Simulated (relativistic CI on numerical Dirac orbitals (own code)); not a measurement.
# Hyperfine structure of Hf53+, mass number 179

Computed by Dirac-Coulomb-Breit CI, KLI orbitals optimised for each configuration, model QED (radiative potential, 1s self-energy scaled to tabulated hydrogen-like ionisation energies), unscaled Slater integrals (own radial code, finite nucleus).

CI space (outside the closed core [Ne]): 3s²3p⁶3d, 3s²3p⁵3d², 3s3p⁶3d², 3s²3p⁶4s, 3s²3p⁶4p, 3s²3p⁶4d, 3s²3p⁵3d4s, 3s²3p⁶4f, 3s²3p⁵3d4p, 3p⁶3d³, 3p⁵3d⁴, 3p⁵3d³4s. Double excitations out of closed p, d and f shells are left out; levels of such configurations are missing from the list, as are those of other unlisted configurations, and high levels can miss mixing partners. These lack a partner that the ground configuration has and come out too high: 3s²3p⁵3d4p.

Nuclear spin I = 9/2, μ = -0.6389 μN, Q = 3.79 b (tables of Stone and Pyykkö). The electronic factors are computed for point nuclear moments, without core polarisation or the Bohr-Weisskopf and QED corrections.

| Level | E (cm⁻¹) | A (MHz) | B (MHz) |
| --- | --- | --- | --- |
| 3s²3p⁶3d ²D3/2 | 0 | -14150 | 252000 |
| 3s²3p⁶3d ²D5/2 | 548643 | -5636 | 309000 |
| 3s²3p⁵3d² ⁴D°1/2 | 1976939 | -3101 |  |
| 3s²3p⁵3d² ⁴G°9/2 | 2506017 | -13940 | -1.28e+06 |
| 3s²3p⁵3d² ²H°11/2 | 2591506 | -13390 | -922000 |

Levels with J = 0, under 50 % of one LS term, or S terms without an open s electron are left out. Small factors come from cancelling terms and can be off by tens of per cent or more.

At this charge energies of transitions that change n are usually good to better than 1 %, and those within a shell (Δn = 0) to a few per cent.

Question: Give the hyperfine levels of 3s²3p⁶3d ²D3/2 relative to its centre of gravity.

Answer: With K = F(F + 1) − I(I + 1) − J(J + 1), E = AK/2 + B[¾K(K + 1) − I(I + 1)J(J + 1)]/[2I(2I − 1)J(2J − 1)]: F = 3: 232200, F = 4: 7649, F = 5: -115600, F = 6: -32520 MHz.

LS names give the leading component of a level, which can be under half, so a name can repeat, a term be missing and a line seem to break the LS rules.
